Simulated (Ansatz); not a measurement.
Geometry optimisation, RKS B3LYP/def2-SVP (Ansatz).

The input (input.yaml):

```yaml
crystal:
  periodic: [false, false, false]
  atoms:
    - { symbol: Al, position_ang: [0.0, 0.0, 0.0] }
    - { symbol: O, position_ang: [0.0, 0.0, 2.13] }
    - { symbol: H, position_ang: [-0.9095, -0.2814, 2.4671] }
    - { symbol: F, position_ang: [1.4635, 0.0, -0.845] }
    - { symbol: H, position_ang: [-1.351, 0.0, -0.78] }
    - { symbol: F, position_ang: [0.0892, 1.8864, 0.6275] }
    - { symbol: H, position_ang: [0.0593, 1.2535, 1.7062] }
basis:
  gaussian: { orbitals: def2-SVP }
hamiltonian:
  xc: b3lyp
relax:
  f_tol: 0.15
  max_steps: 25
  restrain:
    - { distance: [0, 5], at: 2.89, k: 30.0 }
    - { distance: [6, 1], at: 2.21, k: 30.0 }
    - { distance: [0, 1], at: 1.78, k: 30.0 }
    - { distance: [6, 5], at: 0.92, k: 30.0 }
output:
  orbitals: {}
```

Launched with:

```bash
$ ansatz run input.yaml --threads 1 --pin off --max-ram 2048MiB --backend cpu --events-out ev --progress --plain --runs-dir out
```

Problem. Where does it end, and by what steps?

Solution. The run converged. The restraints hold the end off the free minimum. After 6 steps the energy has fallen by 0.264 eV (the restraints' own energy left out); H7 moved furthest, 0.69 Å. Parted: Al1–F6 (1.99 → 2.88 Å). Joined: F6–H7 (1.25 → 0.93 Å).

| step | energy less start (eV) | largest force component (eV/Å) | accepted |
| --- | --- | --- | --- |
| 0 | 0.0000 | 2.800 | yes |
| 1 | 0.2159 | 2.493 | yes |
| 2 | 0.1568 | 1.996 | yes |
| 3 | -0.0200 | 1.409 | yes |
| 4 | -0.1512 | 0.865 | yes |
| 5 | -0.2032 | 1.207 | yes |
| 6 | -0.2645 | 1.008 | yes |

```xyz
7
Properties=species:S:1:pos:R:3
Al -0.073 -0.242 0.019
O -0.031 -0.269 1.774
H -0.826 -0.424 2.294
F 1.417 -0.305 -0.709
H -1.405 -0.284 -0.804
F 0.060 2.461 0.996
H 0.209 1.922 1.736
```

Time of the run: 19 s on 1 thread of Arm Neoverse V1, on a shared host, peak memory 0.16 GiB.
